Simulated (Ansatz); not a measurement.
SnEt3(NHMe) (C7H19NSn), relaxed as a singlet with RKS r2SCAN-D4/def2-SVP in Ansatz, starting from the GFN2-xTB geometry. Force threshold 0.03 eV/Å.

In the def2 sets Sn takes a core potential; there is no spin–orbit coupling.

Start:

Cartesian coordinates in Å:
```
Sn 0.019 0.004 0.059
C 1.458 0.695 -1.495
C 0.776 1.186 -2.757
H 2.119 -0.140 -1.723
H 2.069 1.488 -1.068
H 1.520 1.534 -3.473
H 0.201 0.391 -3.225
H 0.101 2.008 -2.535
C 1.028 -0.880 1.881
C 2.004 0.062 2.556
H 1.539 -1.786 1.562
H 0.239 -1.169 2.573
H 2.453 -0.423 3.423
H 2.803 0.350 1.877
H 1.503 0.965 2.897
C -1.500 -1.386 -0.788
C -0.905 -2.634 -1.410
H -2.059 -0.820 -1.531
H -2.194 -1.660 0.005
H -1.696 -3.256 -1.828
H -0.215 -2.382 -2.212
H -0.367 -3.222 -0.671
N -1.090 1.715 0.476
C -2.113 1.709 1.503
H -0.496 2.524 0.619
H -2.712 2.617 1.414
H -2.768 0.855 1.346
H -1.720 1.658 2.524
```

(1) Estimate the energy that the relaxation releases and the steps that it takes.

(2) Does the start keep its bonding and symmetry?

(3) Predict the relaxed structure.

## Answers

(1) 18.6 kJ/mol, in 6 steps; 15 s on 2 threads of AMD EPYC 7R13 on a shared host and a share (18 GiB) of an NVIDIA H100 80GB HBM3. No frequencies were taken in this run, so the end may be a saddle point.

(2) By distances, no bond broke or formed. The bond that changes most is Sn1–C9, from 2.26 to 2.18 Å (atoms count from 1).

(3) 
```xyz
28

Sn    0.016   -0.021    0.060
C     1.441    0.623   -1.445
C     0.738    1.157   -2.692
H     2.106   -0.224   -1.687
H     2.081    1.397   -0.988
H     1.456    1.522   -3.447
H     0.125    0.379   -3.178
H     0.061    1.991   -2.446
C     0.978   -0.869    1.828
C     1.956    0.103    2.482
H     1.484   -1.802    1.524
H     0.177   -1.160    2.529
H     2.416   -0.319    3.393
H     2.781    0.375    1.802
H     1.459    1.043    2.777
C    -1.470   -1.357   -0.788
C    -0.862   -2.610   -1.415
H    -2.031   -0.767   -1.532
H    -2.188   -1.622    0.008
H    -1.633   -3.265   -1.858
H    -0.150   -2.362   -2.220
H    -0.313   -3.216   -0.675
N    -0.999    1.718    0.517
C    -2.067    1.700    1.498
H    -0.376    2.511    0.667
H    -2.658    2.635    1.460
H    -2.774    0.883    1.269
H    -1.753    1.561    2.557
```
Bond lengths: 3 × C–C 1.53 Å; 3 × C–Sn 2.17 to 2.18 Å; 1 × C–N 1.45 Å; 1 × N–Sn 2.06 Å; 18 × C–H 1.10 to 1.11 Å; 1 × H–N 1.02 Å.
